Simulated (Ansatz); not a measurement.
BGeH₅SSe. The species carries charge 0 and has multiplicity 1. The bonds changed during the relaxation, so this is another structure than the one it started from.

| atom | x (Å) | y (Å) | z (Å) |
| --- | --- | --- | --- |
| B1 | -0.324 | 1.288 | -0.383 |
| Ge2 | -0.808 | -0.670 | -0.023 |
| S3 | 0.274 | 0.986 | 1.458 |
| Se4 | 0.650 | -2.487 | -0.265 |
| H5 | 0.553 | 1.464 | -1.172 |
| H6 | -1.295 | 1.985 | -0.359 |
| H7 | -1.904 | -1.200 | 0.921 |
| H8 | 1.490 | 0.477 | 1.198 |
| H9 | 1.364 | -1.843 | -1.375 |

Task: List the harmonic frequencies (cm⁻¹, unscaled) at PBE0-D4/def2-TZVP in Ansatz. (Estimate.)

Result: Ansatz gave: 91, 117, 204, 230, 285, 420, 451, 531, 581, 611, 646, 712, 766, 881, 924, 1110, 2134, 2441, 2576, 2679, 2708.

Task: Is this a minimum?

Result: Yes, all 21 modes are real.

Task: Give the ideal-gas thermochemistry at 298.15 K and 1 bar (rigid rotor, harmonic oscillator; point group C1, symmetry number 1).

Result: Zero-point energy 126.2 kJ/mol; H(298) − E = 147.9 kJ/mol; entropy 364.8 J/(mol·K), of which translation 174.9, rotation 119.9, vibration 69.9; G(298) − E = 39.2 kJ/mol. Modes under 100 cm⁻¹ are hindered rotations or soft bends, so the harmonic entropy is rough.

Task: Rotational constants (cm⁻¹)?

Result: 0.145, 0.03604, 0.03181.
